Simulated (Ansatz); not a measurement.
Abridged output of a molecular run in Ansatz:

```
Functional definition: HF
1157 factors; integrals over basis functions are off by at most 1.1e-3 eV
mean field evaluation 1: about -13585.3137 eV, gradient 3.1e1 eV
mean field evaluation 2: about -13585.4307 eV, gradient 3.1e1 eV
mean field evaluation 4: about -13587.8097 eV, gradient 3.3e0 eV
mean field evaluation 8: about -13587.8455 eV, gradient 1.8e-1 eV
mean field -13587.84564834 eV, -499.3441174038 hartree, gradient 1.3e-6 eV, S^2 0.000000; 0 other end points of the search recorded, 0 dependent functions left out
8 core orbitals not correlated: weight in the atoms' cores, before any rotation towards them, 1.000 or more for the frozen orbitals, at most 0.000 for the correlated occupied ones
reference -13587.84564834 eV, -499.3441174038 hartree; 20, 20 occupied and 79, 79 virtual orbitals, 1157 factors
second order -18.20569622 eV of doubles, -0.00000000 eV of singles
cycle   1  -18.85873285 eV  change   -6.5e-1 eV  update   9.7e-2
cycle   2  -19.28528637 eV  change   -4.3e-1 eV  update   2.8e-2
cycle   3  -19.39068647 eV  change   -1.1e-1 eV  update   1.5e-2
cycle   4  -19.38994208 eV  change    7.4e-4 eV  update   3.3e-3
cycle   5  -19.38872521 eV  change    1.2e-3 eV  update   1.4e-3
cycle   6  -19.38882720 eV  change   -1.0e-4 eV  update   4.3e-4
cycle   7  -19.38875495 eV  change    7.2e-5 eV  update   1.5e-4
cycle   8  -19.38873139 eV  change    2.4e-5 eV  update   4.9e-5
perturbative correction -0.50339540 eV, -0.0184994397 hartree
Total energy: -13607.73777512 eV, -500.0751395798 hartree
```

Its atoms:

Cartesian coordinates in Å:
```
C -1.240 -0.456 -0.489
B -0.067 0.535 -0.215
F -0.038 1.693 -0.878
C 1.081 0.290 0.822
I 2.471 -0.810 -0.409
H -1.527 -0.467 -1.543
H -2.118 -0.106 0.068
H -1.032 -1.476 -0.163
H 0.850 -0.375 1.650
H 1.619 1.173 1.159
```

Problem. Which basis set was used?
A. def2-QZVPP
B. def2-SVPD
C. def2-SVP
D. cc-pV(T+d)Z

Solution. C. It gives 107 functions.

Problem. Write the keys of the input that set method, charge and spin (a neutral closed shell needs none for the last two).

Solution. 
```yaml
correlation: {method: ccsd_t}
```
